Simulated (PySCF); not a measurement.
# Potassium: a sound run and one with changed settings

Sound run: K⁺ [Ar], K²⁺ [Ne] 3s2 3p5. Calculation: PySCF 2.14, in aug-cc-pVDZ-X2C (6s5p3d, 36 functions); scalar relativity by spin-free X2C-1e. In the sound run the correlated levels freeze [Ne] 3s2. The sound run starts from symmetry-adapted Hartree-Fock orbitals and uses a fine grid where one is needed.

Changed run: initial guess 1e, at most 50 SCF cycles, level shift 0.1 hartree.

| species | method | sound run (hartree) | changed run (hartree) | converged |
| --- | --- | --- | --- | --- |
| K⁺ | UHF | -601.30931 | -601.30931 | yes |
| K⁺ | TPSS | -602.08142 | -602.08142 | yes |
| K⁺ | r2SCAN | -602.02767 | -602.02767 | yes |
| K⁺ | MP2 | -601.31383 | -601.31348 | yes |
| K⁺ | CCSD(T) | -601.31404 | -601.31404 | yes |
| K²⁺ | UHF | -600.15061 | -600.15061 | yes |
| K²⁺ | TPSS | -600.87840 | -600.87840 | yes |
| K²⁺ | r2SCAN | -600.82143 | -600.82143 | yes |
| K²⁺ | MP2 | -600.15264 | -600.15252 | yes |
| K²⁺ | CCSD(T) | -600.15275 | -600.15275 | yes |

Ionisation energy of K⁺:

```tsv
method	sound run (eV)	changed run (eV)
UHF	31.530	31.530
TPSS	32.736	32.736
r2SCAN	32.823	32.823
MP2	31.598	31.591
SCS-MP2	31.592	31.587
CCSD	31.600	31.600
CCSD(T)	31.600	31.600
```

A level shift leaves the converged SCF energy unchanged but raises the virtual orbital energies, which shrinks MP2 if it is not removed.

For comparison, NIST gives 31.625 eV between the lowest levels.
